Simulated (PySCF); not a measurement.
In(Cl)(Et)(OH) (C2H6ClInO), SMILES C[CH2][In]([OH])[Cl]. Heavy atoms are numbered as in [In:1]([Cl:2])([CH2:3][CH3:4])[OH:10]. Hydrogens are named by the atom that carries them.

The structure is a stationary point at PBE0-D3(BJ)/def2-SVP. The def2 effective core potentials stand for the cores of In; spin–orbit coupling is left out. The values are those of a single conformer.

The numbers are results of PySCF with CAM-B3LYP/def2-TZVP, not measurements.

ESP charges are fitted to the potential on shells at 1.4 to 2.0 van der Waals radii. Atomic charges (e), one atom of each kind:

```tsv
atom	Mulliken	ESP fit
In1	0.84	0.82
Cl2	-0.41	-0.40
C3 (CH2)	-0.41	-0.06
C4 (CH3)	-0.36	-0.28
H on C3	0.14	0.04
H on C4	0.13	0.07
O10 (OH)	-0.65	-0.77
H on O10	0.31	0.39
```
